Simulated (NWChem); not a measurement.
# C$_{2}$H$_{5}$BClF; SMILES C(C)B(Cl)F

```xyz
10

B      0.1929     0.1536     0.0000
F      1.5105    -0.0449     0.0000
Cl    -0.3496     1.8428     0.0000
C     -0.8246    -1.0399     0.0000
C     -0.2096    -2.4438     0.0000
H     -1.5003    -0.8926    -0.8738
H     -1.5003    -0.8926     0.8738
H      0.4300    -2.6070     0.8909
H      0.4300    -2.6070    -0.8909
H     -0.9879    -3.2329     0.0000
```
Atoms are numbered in this order, from 1.

Results from NWChem. Pople sets run with spherical d functions. The geometry was optimised at PBE-D3(BJ)/def2-SVP. Level: PBE0/6-31+G*; rows give the wavelength of the field.

| field | isotropic polarisability (bohr³) | anisotropy (bohr³) |
|---|---|---|
| static | 47.7 | 20.6 |
| 1065 nm | 48.0 | 20.9 |
| 589 nm | 48.8 | 21.5 |
| 400 nm | 50.3 | 22.7 |
